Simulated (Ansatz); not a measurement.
OsO₂. The state is a singlet with charge 0. Geometry r2SCAN-D4/def2-TZVP, basis def2-TZVP, Ansatz.

```
atom    x (Å)    y (Å)    z (Å)
 Os1   0.1355  -0.6478  -0.9614
  O2  -0.3925   0.7978   0.1154
  O3   0.2569  -0.1500   0.8459
```

```
run  HOMO (eV)  LUMO (eV)
  A      -6.50      -3.90
  B      -5.26      -4.93
  C      -4.98      -4.95
  D      -6.32      -4.18
  E      -6.09      -4.29
```

In the def2 sets Os takes a core potential; there is no spin–orbit coupling. B3LYP takes the VWN-RPA correlation. HSE06 is defined as in plane-wave codes, on full-range PBE exchange. The structure holds 1 bond(s) between oxygen atoms. No other spin state of charge 0 was run. Another isomer (triplet) lies 5.13 eV lower at PBE0-D4/def2-TZVP; other spin states weren't run for this one.

**Question.** The runs used B3LYP, HSE06, PBE, PBE0, r2SCAN. Estimate which is which.

**Answer.** A PBE0 (25 % exact exchange); B r2SCAN (0 % exact exchange); C PBE (0 % exact exchange); D B3LYP (20 % exact exchange); E HSE06 (range-separated). Exact exchange lowers occupied and raises empty levels; among semilocal functionals meta-GGAs tend to open the gap a little, and such runs are hard to tell apart. The gap grows from 0.03 eV (PBE) to 2.60 eV (PBE0). The restricted singlet is unstable towards broken spin symmetry in Hartree–Fock (as tested in another run); at PBE0-D4/def2-TZVP, r2SCAN-D4/def2-TZVP, PBE-D4/def2-TZVP, B3LYP-D4/def2-TZVP and others this wasn't settled.
